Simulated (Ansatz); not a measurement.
`[CH3][Ge]([NH2])([Cl])[Cl]` + HCl → `[CH3][Ge]([Cl])([Cl])[Cl]` + NH₃ at 400 K and 1 bar (ligand exchange at a Ge–N bond).

Gas-phase electronic energies from Ansatz, PBE0-D4/def2-TZVP geometries. CCSD(T)/CBS is the MP2 limit (def2-TZVPP, def2-QZVPP) plus CCSD(T) − MP2 in def2-TZVPP, frozen cores. This one scheme is used for every species. For Ge outer-core shells are correlated without core-valence functions, which leaves a few kJ/mol of doubt a bond. Scalar relativity is left out up to krypton. One conformer a species, not always the lowest.

```tsv
species	CCSD(T)/CBS energy (Eh)	H − E (kJ/mol)	S (J/(mol·K))
`[CH3][Ge]([NH2])([Cl])[Cl]`	-3091.55637	209.5	429.1
HCl	-460.38127	29.6	195.4
`[CH3][Ge]([Cl])([Cl])[Cl]`	-3495.45170	142.8	402.7
NH₃	-56.50880	104.2	203.1
```

H − E and S are ideal-gas, rigid-rotor, harmonic terms from PBE0-D4/def2-TZVP, for one conformer and one mirror image of each species. 1 Eh = 2625.50 kJ/mol, R = 8.31446 J/(mol·K).

Q: By hand: ΔE, ΔH, ΔS and ΔG.

A: ΔE = (-3495.45170) + (-56.50880) − (-3091.55637) − (-460.38127) = -0.02286 Eh = -60.0 kJ/mol. Δ(H − E) = 142.8 + 104.2 − 209.5 − 29.6 = 7.9, so ΔH = -52.1 kJ/mol. ΔS = 402.7 + 203.1 − 429.1 − 195.4 = -18.7 J/(mol·K). ΔG = -52.1 − 400 × (-18.7)/1000 = -44.6 kJ/mol.

Q: By hand: the equilibrium constant, and the temperature at which ΔG would vanish if ΔH and ΔS stayed fixed.

A: log₁₀ K = −ΔG/(RT ln 10) = 5.8. ΔG = 0 at ΔH/ΔS = 2786 K, far beyond where these terms or the molecules hold.

ΔH outweighs TΔS. A doubt of 5 kJ/mol in ΔE shifts log₁₀ K by 0.7 here. Other conformers and mirror images would add mixing entropy, several J/(mol·K) or more a flexible species. Modes under 60 cm⁻¹, often nearly free rotors, make the harmonic entropy too high. These are equilibria of isolated gas molecules and say nothing of rates. Largest T1 diagnostic: 0.009 (customary marks: 0.02 for closed shells, 0.045 for open ones).
